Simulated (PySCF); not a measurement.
## Continuum solvent and chemical shifts

Bonds (- single, = double, # triple, : aromatic): C1=C2, C2-C3, C3-C4, C4:C5, C5:N6, N6:S7, S7:C8, C8:C4. C1 carries H9, H10; C2 carries H11; C3 carries H12, H13; C5 carries H14; C8 carries H15. H9 is cis to C3; H10 is trans to C3.

GIAO PBE0/pcSseg-1 in PySCF on one PBE0-D3(BJ)/def2-SVP conformer, non-relativistic, equivalent nuclei averaged. Solvents enter as an IEF-PCM continuum (chloroform with ε = 4.7, tetrahydrofuran with ε = 7.4) around the gas-phase geometry. Shifts are referred to TMS, CS2 computed in the same medium.

In chloroform, δ in ppm: C5 165.5, C8 154.2, C2 148.0, C4 143.5, C1 125.3, C3 36.7, S7 394.1, H14 8.44, H15 8.36, H11 6.13, H9 5.71, H10 5.53, H12/H13 3.56. Dipole moment 3.43 D.

Question: How does each δ change in the more polar medium?

Answer: 
```csv
atoms,environment,"Δδ, tetrahydrofuran"
C5,aromatic CH next to a ring nitrogen,+0.3
C8,aromatic CH next to the ring sulfur,+0.5
C2,alkene CH,+0.3
C4,substituted aromatic carbon,+0.4
C1,terminal =CH2 carbon,+0.1
C3,sp3 CH2 on an aromatic ring,0.0
S7,aromatic ring sulfur,-0.3
H14,hydrogen on an aromatic CH next to a ring nitrogen,+0.01
H15,hydrogen on an aromatic CH next to the ring sulfur,+0.06
H11,hydrogen on an alkene CH,+0.01
H9,hydrogen on a terminal =CH2 carbon,+0.02
H10,hydrogen on a terminal =CH2 carbon,+0.01
H12/H13,hydrogen on an sp3 CH2 on an aromatic ring,+0.02
```

Changes are relative to chloroform. The dipole moment becomes 3.55 D in tetrahydrofuran.

Question: Which nuclei move most (in ppm), and what does the model miss?

Answer: C8 (aromatic CH next to the ring sulfur, +0.5 ppm) in tetrahydrofuran. A continuum only polarises the solute; specific hydrogen bonds, the anisotropy of aromatic solvents and changes of geometry or conformer are outside it.
